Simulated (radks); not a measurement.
Task: All-electron calculation, non-relativistic Kohn-Sham, LB94 model potential, spin-polarised, spherical densities, point nucleus; open shells are filled with parallel spins first. Program: a radial shooting solver on a logarithmic mesh with Libxc functionals. Response by self-consistent Sternheimer equations with the Hartree and adiabatic LDA kernel. Rank B3+, B2+, B+, B4+, B (NIST ground configurations) by static dipole polarisability, largest first.

Result: B 21.12, B+ 10.93, B2+ 7.245, B3+ 0.02021, B4+ 0.007469 bohr^3.
